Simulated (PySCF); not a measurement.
# Dipole moment and polarisability of (LiOH)2 ring

(LiOH)2 ring, H2Li2O2.
Geometry (PBE0-D3(BJ)/def2-SVP, Å), atoms numbered from 1 in this order:
```
atom  x, y, z in Å
Li1    0.804   -0.196    0.746
O2    -0.352    1.126    0.674
Li3   -0.804    0.196   -0.747
O4     0.352   -1.126   -0.675
H5    -0.599    1.918    1.148
H6     0.598   -1.919   -1.147
```

Level: CAM-B3LYP/def2-SVPD (PySCF), static field, nuclei fixed, core orbitals frozen in the response. The polarisability tensor in these axes (au):

```
x   28.75 -0.54  0.73
y   -0.54 28.70  0.36
z    0.73  0.36 28.86
```

Task: What are the eigenvalues, a third of the trace, and Δα (Δα² = ½Σ(αi − αj)² over the three pairs)?

Result: Principal values 27.68, 29.08 and 29.55 au; mean 28.77 au = 4.26 Å³ = 4.74 × 10⁻⁴⁰ C²·m²/J; Δα = 1.69 au (6 % of the mean).

Task: What is the dipole moment?

Result: 0.00 D; point group D2h allows none.

Task: Rayleigh depolarisation ratio (linearly polarised light, static tensor)?

Result: ρ = 3Δα²/(45ᾱ² + 4Δα²) = 8.6/(37247 + 11.5) = 0.000231.

Task: What molar refraction does this α imply?

Result: Lorentz–Lorenz: R = (4π/3)N_A α = 2.5225 cm³/(mol·Å³) × 4.26 Å³ = 10.8 cm³/mol, in the limit of long wavelengths.

Task: What would n − 1 = 2πNα be for an ideal gas of these molecules at 273.15 K and 1 atm, electronic part alone?

Result: N = p/kT = 2.6868 × 10¹⁹ cm⁻³, so n − 1 = 2π × N × 4.26 × 10⁻²⁴ cm³ = 720 × 10⁻⁶ at long wavelengths.

Isolated species at its PBE0-D3(BJ)/def2-SVP geometry (one conformer only).
